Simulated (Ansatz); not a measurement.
CH5BO2 (`OBCO`) at its PBE0-D4/def2-TZVP geometry, where that method's forces vanish. Charge 0, multiplicity 1.

```xyz
9

O    -1.0080    1.1674    0.0844
B     0.2678    0.7358   -0.0767
C     0.5011   -0.8065   -0.0301
O    -0.6506   -1.5984    0.1763
H    -1.1147    2.1201    0.0503
H     1.1649    1.5173   -0.2462
H     0.9978   -1.1099   -0.9662
H     1.2449   -1.0206    0.7547
H    -1.4031   -1.0053    0.2537
```

Task: What forces (eV/Å) does r2SCAN-D4/def2-TZVPP give on these atoms in Ansatz 0.2.0? (Estimate.)

Result: Computed: 
```
O1  -0.186  0.004  0.026
B2   0.225 -0.026 -0.031
C3   0.208  0.245 -0.043
O4  -0.251 -0.236  0.048
H5   0.003  0.027 -0.002
H6  -0.017 -0.014  0.003
H7   0.018 -0.016 -0.002
H8   0.018 -0.016 -0.001
H9  -0.018  0.031  0.001
```
